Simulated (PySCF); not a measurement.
A PySCF script (with the pyscf-properties extension) for the NMR shieldings of `InChI=1S/C2H11F2PSi3/c3-1(4)7-2(6)8-5/h1-2H,5,7-8H2,6H3/t2-/m1/s1`, on a GFN2-xTB geometry:

```python
import basis_set_exchange as bse
import numpy as np
from pyscf import gto, dft
from pyscf.prop import nmr

atoms = """
F    -3.034356   -1.006306   -0.637562
C    -2.740953   -0.152227    0.385196
F    -2.601417   -0.934881    1.493900
Si   -1.112889    0.826846    0.011949
C     0.342407   -0.372258    0.170537
Si    0.067402   -2.074575   -0.675461
Si    1.960401    0.453768   -0.405400
P     2.010606    2.538216    0.408083
H    -3.635577    0.462828    0.545910
H    -1.105549    1.906694    1.005165
H    -1.311989    1.338172   -1.346144
H     0.457091   -0.586488    1.238211
H     1.326089   -2.822197   -0.583077
H    -0.972919   -2.818624    0.025017
H    -0.272928   -1.848208   -2.079001
H     1.996907    0.602072   -1.864143
H     3.112346   -0.361328    0.009321
H     3.376006    2.695202    0.274712
H     2.129518    2.162545    1.733206
"""
names = dict.fromkeys(["F", "C", "Si", "P", "H"], "pcSseg-1")
basis = {el: gto.basis.parse(bse.get_basis(n, elements=[el], fmt="nwchem")) for el, n in names.items()}
mol = gto.M(atom=atoms, basis=basis, charge=0, verbose=0)
mf = dft.RKS(mol, xc="PBE0")
mf.grids.level = 2
mf.grids.alignment = dft.numint.BLKSIZE   # the property module wants whole blocks of grid points
mf.conv_tol = 1e-9
mf.kernel()

calc = nmr.RKS(mf)   # GIAO
C = mf.mo_coeff
Co = C[:, mf.mo_occ > 0]
resp = mf.gen_response(singlet=True, hermi=2)
def vind(x):   # induced exchange potential for any number of trial vectors
    d = np.einsum("pi,xij,qj->xpq", C, 2 * x.reshape(-1, C.shape[1], Co.shape[1]), Co, optimize=True)
    return np.einsum("xpq,pi,qj->xij", resp(d - d.transpose(0, 2, 1)), C, Co, optimize=True).ravel()
mo1, _ = nmr.rhf.solve_mo1(calc, with_cphf=vind)
sigma = calc.kernel(mo1)
for i, s in enumerate(sigma):   # ppm
    print("%2d %-2s %9.2f" % (i, mol.atom_pure_symbol(i), np.trace(s) / 3))
```

Task: Give the expected output.

Result: 
```
 0 F     315.74
 1 C      60.07
 2 F     323.85
 3 Si    394.28
 4 C     206.38
 5 Si    417.09
 6 Si    395.70
 7 P     617.54
 8 H      25.19
 9 H      27.25
10 H      27.55
11 H      32.12
12 H      27.69
13 H      27.25
14 H      27.67
15 H      27.34
16 H      26.74
17 H      30.48
18 H      30.79
```

These numbers come from an equivalent density-fitted implementation of the same equations, which agrees with the script to about 0.01 ppm for H and up to a few tenths of a ppm for heavy atoms, so last digits may differ.

Task: Turn these shieldings into chemical shifts. Shifts are taken against calculated references (same method and geometry level): CFCl3 for ¹⁹F (170.95 ppm); TMS for ¹³C (186.93 ppm) and ²⁹Si (349.16 ppm) and ¹H (31.72 ppm); H3PO4 for ³¹P (318.38 ppm).

Result: Averaging equivalent atoms: F 0: -144.8; F 2: -152.9; C 1: 126.9; C 4: -19.5; Si 3: -45.1; Si 6: -46.5; Si 5: -67.9; P 7: -299.2; H 8: 6.53; H 16: 4.97; H 9: 4.46; H 15: 4.38; H 12/13/14: 4.18; H 10: 4.17; H 17/18: 1.08; H 11: -0.40 ppm. Unscaled 19F shifts against computed CFCl3 carry errors that often reach 10 to 50 ppm. Experimental scales use liquid or dissolved standards, which lie at an offset from isolated H3PO4.

Size and cost of the density-fitted run: 219 basis functions, 89 s wall time on 1 thread of an Intel Xeon Platinum 8259CL, shared host; peak memory 1.1 GiB.
